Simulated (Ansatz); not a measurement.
Species: dibromo(dimethoxy)silane, C₂H₆Br₂O₂Si, charge 0, multiplicity 1. SMILES: O([Si](Br)(OC)Br)C
Coordinates optimised at B3LYP-D3(BJ)/def2-TZVP (Ansatz, an electronic-structure program):
```
Si
O 1 1.6203
C 2 1.4272 1 125.25
H 3 1.0882 2 107.38 1 175.52
H 3 1.0915 4 109.37 2 -119.95
H 3 1.0922 4 109.33 5 -119.48
O 1 1.6203 2 113.64 3 -64.24
C 7 1.4272 1 125.25 2 -64.24
H 8 1.0882 7 107.38 1 175.52
H 8 1.0915 9 109.37 7 -119.95
H 8 1.0922 9 109.33 10 -119.48
Br 1 2.2141 2 110.72 3 54.08
Br 1 2.2141 2 105.35 3 174.38
```
Charge 0, spin multiplicity 1.

Property: atomisation energy (electronic, to ground-state atoms), in kcal/mol. Cores are frozen in the correlated levels unless marked. UHF or UKS for open shells. No spin-orbit coupling. Frozen are the shells of the preceding noble gas and the d and f shells that filled before the atom's block. No relativistic terms. The coupled-cluster limit lacks core correlation, which all-electron functionals hold. CBS(X,Y): correlation extrapolated as X^-3; Hartree-Fock from the larger set.

| level | program | atomisation energy (kcal/mol) | minus last row |
|---|---|---|---|
| B3LYP-D3(BJ)/def2-TZVPD | Ansatz + dftd3 | 1170.4 | -8.6 |
| PBE0/STO-3G | Ansatz | 1309.9 | 130.9 |
| PBE0/def2-SVP | Ansatz | 1165.1 | -13.9 |
| PBE0/def2-TZVPD | Ansatz | 1166.9 | -12.1 |
| BHLYP-D3(BJ)/def2-TZVPD | Ansatz + dftd3 | 1136.9 | -42.1 |
| r2SCANh/def2-TZVPD | Ansatz | 1170.3 | -8.7 |
| CAM-B3LYP/def2-TZVPD | Ansatz | 1167.6 | -11.4 |
| wB97X-V/def2-TZVPD | Ansatz | 1178.1 | -0.9 |
| wB97X/def2-TZVPD | Ansatz | 1169.5 | -9.5 |
| PBE-QIDH/def2-TZVPD | Ansatz | 1165.7 | -13.3 |
| MP2/STO-3G | Ansatz | 1080.8 | -98.2 |
| SCS-MP2/STO-3G | Ansatz | 1087.3 | -91.7 |
| SCS-MP2/6-31G* | Ansatz | 1072.2 | -106.8 |
| CCSD(T)/6-31G | Ansatz | 919.2 | -259.8 |
| CCSD(T)/CBS(def2-TZVPP,def2-QZVPP) | Ansatz | 1179.0 | 0.0 |
